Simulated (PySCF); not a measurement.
Cd(OH)(SMe) (CH4CdOS), SMILES C[S][Cd][OH]. The structure is a stationary point at PBE-D3(BJ)/def2-SVP. The structure was generated by enumeration; whether it is a known compound was not checked. The def2 effective core potentials stand for the cores of Cd; spin–orbit coupling is left out. The values are those of a single conformer.

Level of theory: PySCF with PBE-D3(BJ)/def2-SVP.

Harmonic wavenumbers (cm⁻¹): 87, 101, 129, 163, 183, 338, 580, 685, 789, 922, 933, 1283, 1401, 1407, 2980, 3084, 3087, 3697. Rotational constants (GHz): 13.78, 1.488, 1.361; symmetry number 1.

Question: Work out the zero-point energy and the ideal-gas rigid-rotor harmonic-oscillator thermochemistry at 298.15 K and 1 atm.

Answer: ZPE = ½ Σ hcν = ½ × 21849 cm⁻¹ = 130.68 kJ/mol. H − E(el) = 151.77 kJ/mol. Entropy in J/(mol K): translation 173.27, rotation 112.33, vibration 73.30, total 358.89. G − E(el) = 44.77 kJ/mol. Cp = 96.34 J/(mol K). Modes under 150 cm⁻¹ make the vibrational entropy uncertain.
